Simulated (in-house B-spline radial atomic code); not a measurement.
Settings and results of a run for the antimony ion Sb⁸⁺ (an excited or competing configuration). Method: Dirac-Hartree-Fock, average of the jj configuration, Fermi nucleus of rms radius 4.6802 fm. Calculated with a radial B-spline atomic code at the basis-set limit.

In the input, a minus or plus after the letter marks the j = l - 1/2 or j = l + 1/2 subshell.

Command:
```bash
python run_scf.py task.json out
```
Settings (nuclear radius in fm, mass in u):
```
Z                51
configuration    1s2 2s2 2p6 3s2 3p6 3d-3 3d+6 4s2 4p6 4d-4 4d+3 7p+1
hamiltonian      dirac
method           hf
spin_polarised   False
nucleus          fermi
rms_radius       4.6802
atomic_mass      120.90381
speed_of_light   137.035999084
```

Output (hartree, bohr):
```
 radial grid: 69 intervals, B-splines of order 8, outer radius 28.1609 bohr

 iter        energy (Eh)    residual
    1       -6413.718037    1.20e+00
    2       -6435.226955    5.78e-01
    3       -6438.040824    1.75e-01
    4       -6438.346662    5.98e-02
    5       -6438.379956    1.89e-02
    6       -6438.384379    1.34e-03
    7       -6438.384399    5.22e-05
    8       -6438.384399    2.56e-06
    9       -6438.384399    2.47e-07

 total energy                     -6438.38440
 kinetic                            6796.9066
 electron-nucleus                 -15376.4881
 electron-electron                  2141.1971

 first-order corrections (not in the total)
   Gaunt                             5.2572
   retardation                      -0.5391
   frequency dependence             -0.0480
   self-energy                       3.5845
   Uehling                          -0.4742
   Wichmann-Kroll                    0.0101
   recoil                            0.0199

 orbital      occ     eigenvalue          <r>       <r^2>       <1/r>       <r^4>       r_max    small
 1s1/2      2.000     -1134.2212    0.0284159  0.00109366     54.3226 3.12846e-06     0.01835  3.52e-02
 2s1/2      2.000      -182.1481     0.121963   0.0176018     12.6546 0.000535582      0.1037  7.50e-03
 2p1/2      2.000      -170.3489     0.103255   0.0131064     12.5996 0.000346166      0.0799  7.49e-03
 2p3/2      4.000      -161.1222     0.108723   0.0144061     11.7004 0.000410302     0.08449  7.14e-03
 3s1/2      2.000       -42.3173     0.326163    0.121659     4.53838   0.0224904      0.2978  2.24e-03
 3p1/2      2.000       -37.3608     0.317103    0.116754      4.4349   0.0217143      0.2847  2.17e-03
 3p3/2      4.000       -35.7261     0.327405    0.124259     4.22578   0.0244764      0.2946  2.09e-03
 3d3/2      3.000       -27.4060     0.301151    0.107911     4.04083   0.0221904      0.2409  1.93e-03
 3d5/2      6.000       -27.0254     0.301708    0.107466     4.00706   0.0209352      0.2434  1.93e-03
 4s1/2      2.000       -11.9371     0.760685    0.650751     1.83181    0.610408      0.7058  6.39e-04
 4p1/2      2.000       -10.2227     0.789498    0.705677     1.73644    0.734263      0.7243  5.90e-04
 4p3/2      4.000        -9.7085     0.810928    0.744037      1.6738    0.814778      0.7442  5.66e-04
 4d3/2      4.000        -6.8951     0.883564    0.899889     1.50295     1.26959      0.7884  4.82e-04
 4d5/2      3.000        -6.8339     0.891971    0.913798     1.46767      1.3029      0.7917  4.57e-04
 7p3/2      1.000        -1.3951      4.77469     25.3931    0.287057       845.1       5.095  4.89e-05
```

Time taken, with all properties: 0.77 s on 1 thread of Intel(R) Xeon(R) 6975P-C, on a shared host.

For the Dirac Hamiltonian the kinetic term is c α·p + (β - 1)c².
